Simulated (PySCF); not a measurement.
**Spin–spin coupling constants**

Cartesian coordinates in Å; atom numbers follow the order of the lines, from 1:
```xyz
15

F    -2.788    0.611    0.509
C    -1.778   -0.311    0.629
C    -0.645    0.001   -0.363
C     0.110    1.241    0.034
C     1.354    0.942    0.360
C     1.607   -0.528    0.203
N     0.346   -1.075   -0.302
H    -2.207   -1.295    0.417
H    -1.417   -0.269    1.660
H    -1.098    0.105   -1.358
H    -0.368    2.203    0.052
H     2.121    1.615    0.697
H     2.448   -0.724   -0.471
H     1.844   -0.987    1.172
H     0.468   -1.521   -1.201
```

Couplings: B3LYP/pcJ-1 (spin–dipole term only in couplings to heteroatoms) in PySCF 2.14.0 with density-fitted response routines, geometry GFN2-xTB; gas phase, one conformer, non-relativistic. Couplings are averaged over pairs made equivalent by symmetry, fast rotation or ring inversion, so a value needn't be that of the named pair in this geometry, while other rotamers aren't included; one pair stands for each set, and the list holds a selection of those of at least 1.5 Hz over up to four bonds. One-bond C–F couplings come out tens of Hz too large with common functionals.

Isotopes: 19F, 13C, 1H, 15N.

```tsv
pair	bonds	J (Hz)
F1, C2	1	?
C2, C3	1	45.0
C2, H8	1	?
C2, H9	1	158.3
C3, C4	1	?
C3, N7	1	-5.2
C3, H10	1	?
C4, C5	1	77.9
C4, H11	1	?
C5, C6	1	39.7
C5, H12	1	172.1
C6, H13	1	139.9
C6, H14	1	146.5
N7, H15	1	?
F1, C3	2	21.3
C3, H11	2	?
C4, C6	2	4.2
H13, H14	2	-16.5
C3, H12	3	9.9
C4, H13	3	6.5
H8, H10	3	4.2
H9, H10	3	11.1
F1, H15	4	2.1
C2, H12	4	?
C2, H14	4	5.5
H10, H14	4	6.9
```

Estimate the withheld couplings, with signs.

Results:


- 1J(F1,C2) = -227.9 Hz (bond length 1.373 Å)
- 1J(C2,H8) = 157.8 Hz (bond length 1.094 Å, sp3 carbon)
- 1J(C3,C4) = 40.9 Hz (bond length 1.505 Å)
- 1J(C3,H10) = 143.5 Hz (bond length 1.098 Å, sp3 carbon)
- 1J(C4,H11) = 175.4 Hz (bond length 1.074 Å, sp2 carbon)
- 1J(N7,H15) = -73.7 Hz (bond length 1.010 Å)
- 2J(C3,H11) = 9.2 Hz (angle at C4 121°)
- 4J(C2,H12) = -1.8 Hz
